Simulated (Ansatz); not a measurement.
C2H5S (SMILES CC[S-]), charge -1, singlet, at a GFN2-xTB geometry (a gas-phase anion, which may not be bound at this level); Ansatz (an electronic-structure program) with R2SCAN/cc-pVTZ.

Input for Ansatz:
Ansatz 0.2 input:
```yaml
crystal:
  periodic: [false, false, false]
  atoms:
    - {symbol: C, position_ang: [1.47851571, 0.68060766, -0.01630759]}
    - {symbol: C, position_ang: [-0.04245140, 0.78349808, 0.00269481]}
    - {symbol: S, position_ang: [-0.84017842, -0.83808993, 0.00801552]}
    - {symbol: H, position_ang: [-0.36088747, 1.34165179, 0.89662847]}
    - {symbol: H, position_ang: [-0.38275106, 1.34657790, -0.88002358]}
    - {symbol: H, position_ang: [1.94944808, 1.67086100, -0.01935725]}
    - {symbol: H, position_ang: [1.82117664, 0.13041291, 0.85952564]}
    - {symbol: H, position_ang: [1.79948264, 0.13530081, -0.90334496]}
basis:
  gaussian:
    orbitals: cc-pVTZ
hamiltonian:
  xc: r2scan
total_charge: -1
```

What the program printed (banner, timings and long lists left out):

```
Functional definition: r2SCAN
896 factors; their error is unknown
mean field evaluation 1: about -12988.0031 eV, gradient 3.2e1 eV
mean field evaluation 2: about -12986.1157 eV, gradient 4.2e1 eV
mean field evaluation 4: about -12990.6170 eV, gradient 2.3e0 eV
mean field evaluation 8: about -12990.6325 eV, gradient 5.9e-2 eV
mean field evaluation 16: about -12990.6040 eV, gradient 5.1e-5 eV
mean field -12990.60402853 eV, -477.3958927009 hartree, gradient 5.1e-5 eV, S^2 0.000000; 0 other end points of the search recorded, 0 dependent functions left out
reference -12990.60403805 eV, -477.3958930508 hartree; 17, 17 occupied and 147, 147 virtual orbitals, 896 factors
Total energy: -12990.60403805 eV, -477.3958930508 hartree
```
